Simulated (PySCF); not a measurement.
## Broadened absorption spectrum of C5H6OS2

Compound: C₅H₆OS₂.
SMILES: `CSc1ccc(O)s1`

Computed, not measured: TDDFT PBE0/def2-SVPD, vertical, gas phase, core orbitals frozen in the response (PySCF). Isolated species at its GFN2-xTB geometry (one conformer only).

Computed states:

```csv
state,E (eV),f
S1,4.03,0.0037
S2,4.45,0.143
S3,5.00,0.011
S4,5.32,0.0034
S5,5.52,0.0041
S6,5.75,0.0017
```

Broadening: Gaussians 0.25 eV wide at half height, area fixed by f = 4.319×10⁻⁹ ∫ε dν̃. The width is an assumption, not a result. The curve ends short of the highest state used, and states not computed would add to its high-energy end.

Question: What does the envelope look like, and where are its maxima?

Answer: 
(E (eV), ε (L mol⁻¹ cm⁻¹)): (3.65, 1), (3.69, 3), (3.74, 11), (3.78, 28), (3.82, 62), (3.86, 120), (3.91, 224), (3.95, 314), (3.99, 383), (4.04, 410), (4.08, 395), (4.12, 413), (4.16, 601), (4.21, 1421), (4.25, 2900), (4.29, 5335), (4.34, 9470), (4.38, 12799), (4.42, 15014), (4.46, 15282), (4.51, 12798), (4.55, 9465), (4.59, 6074), (4.64, 2861), (4.68, 1344), (4.72, 574), (4.77, 253), (4.81, 277), (4.85, 445), (4.89, 697), (4.94, 1025), (4.98, 1192), (5.02, 1207), (5.07, 1016), (5.11, 780), (5.15, 565)

Maxima: 307 nm (4.03 eV), ε about 410, made up of S1 (98%) (hardly more than a shoulder); 279 nm (4.45 eV), ε about 15000, made up of S2 (100%); 248 nm (5.00 eV), ε about 1200, made up of S3 (100%) (ε in L mol⁻¹ cm⁻¹; maxima over ε = 5, shares over 10%).

Question: Coming from long wavelengths, where does ε first pass 100 L mol⁻¹ cm⁻¹?

Answer: At about 322 nm (3.85 eV), 0.18 eV below S1.

Question: On this curve, what absorbance would a 10⁻⁴ mol/L sample give at 280 nm over a 1 cm path?

Answer: 280 nm is 4.428 eV, where ε is about 15000 L mol⁻¹ cm⁻¹, so A = ε c l ≈ 1.5 (Beer–Lambert, with the gas-phase spectrum and the assumed width).

Question: Does any computed singlet lie in the visible range?

Answer: No computed singlet lies in the visible range (380 to 750 nm); the lowest, at 308 nm, stands 0.76 eV above its violet end (3.26 eV); a Tamm–Dancoff triplet lies at 398 nm, without intensity as long as spin–orbit coupling is left out.

The run took 68 s on one thread, Arm Neoverse N1 (aarch64), no GPU (shared host), and the process peaked at 0.88 GiB of memory.
